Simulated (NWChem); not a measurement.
Species: AlH$_{2}$SeOF; SMILES [Al]([F])([SeH])[OH]

```xyz
6

Al    -0.0054    -0.9761     0.0000
F     -1.4413    -1.8122     0.0000
O      1.4784    -1.7834     0.0000
H      1.6103    -2.7328     0.0000
Se    -0.0534     1.3135     0.0000
H      1.4184     1.3415     0.0000
```
Atoms are numbered in this order, from 1.

Program: NWChem. Pople sets run with spherical d functions. The geometry was optimised at PBE0/def2-SVP. B3LYP is NWChem's, with the RPA form of VWN correlation. Total energies compare along this basis series because the functional is fixed.

```
level           basis functions  energy (Ha)  highest occupied level (eV)  orbital gap (eV)  dipole (D)  relative time
--------------  ---------------  -----------  ---------------------------  ----------------  ----------  -------------
B3LYP/STO-3G                 39   -2788.2335                        -3.57              8.01        2.75              1
B3LYP/3-21G                  57   -2806.7655                        -6.94              6.13        2.21              1
B3LYP/6-31G*                 82   -2820.1524                        -7.12              6.14        1.78              5
B3LYP/6-311G**              118   -2820.5056                        -7.24              6.18        1.70              7
```

Relative times are rough (shared machine, one core).
